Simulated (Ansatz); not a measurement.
`C[Se][SiH3]` + `OC(F)F` → `FC(F)O[SiH3]` + `C[SeH]` at 600 K and 1 bar (ligand exchange at the Si–Se bond).

Program: Ansatz. Geometries: PBE0-D4/def2-TZVP. ΔE: electronic, gas phase. CCSD(T)/CBS is the MP2 limit (def2-TZVPP, def2-QZVPP) plus CCSD(T) − MP2 in def2-TZVPP, frozen cores. For Se outer-core shells are correlated without core-valence functions, which leaves a few kJ/mol of doubt a bond. Scalar relativity is left out up to krypton. One conformer a species, not always the lowest.

```csv
species,CCSD(T)/CBS energy (Eh),H − E (kJ/mol),S (J/(mol·K))
`C[Se][SiH3]`,-2731.45956,216.2,403.0
`OC(F)F`,-314.01610,133.8,325.1
`FC(F)O[SiH3]`,-604.32648,193.1,414.4
`C[SeH]`,-2441.15625,149.5,312.9
```

H − E and S are ideal-gas, rigid-rotor, harmonic terms from PBE0-D4/def2-TZVP, for one conformer and one mirror image of each species. 1 Eh = 2625.50 kJ/mol, R = 8.31446 J/(mol·K).

By hand: ΔE, ΔH, ΔS and ΔG.

ΔE = (-604.32648) + (-2441.15625) − (-2731.45956) − (-314.01610) = -0.00707 Eh = -18.6 kJ/mol. Δ(H − E) = 193.1 + 149.5 − 216.2 − 133.8 = -7.4, so ΔH = -26.0 kJ/mol. ΔS = 414.4 + 312.9 − 403.0 − 325.1 = -0.8 J/(mol·K). ΔG = -26.0 − 600 × (-0.8)/1000 = -25.5 kJ/mol.

By hand: the equilibrium constant, and the temperature at which ΔG would vanish if ΔH and ΔS stayed fixed.

log₁₀ K = −ΔG/(RT ln 10) = 2.2. ΔG = 0 at ΔH/ΔS = 32500 K, far beyond where these terms or the molecules hold.

The number of gas molecules stays the same, so ΔS is small and ΔH decides. A doubt of 5 kJ/mol in ΔE shifts log₁₀ K by 0.4 here. Other conformers and mirror images would add mixing entropy, several J/(mol·K) or more a flexible species. Modes under 60 cm⁻¹, often nearly free rotors, make the harmonic entropy too high. These are equilibria of isolated gas molecules and say nothing of rates. Largest T1 diagnostic: 0.012 (customary marks: 0.02 for closed shells, 0.045 for open ones).
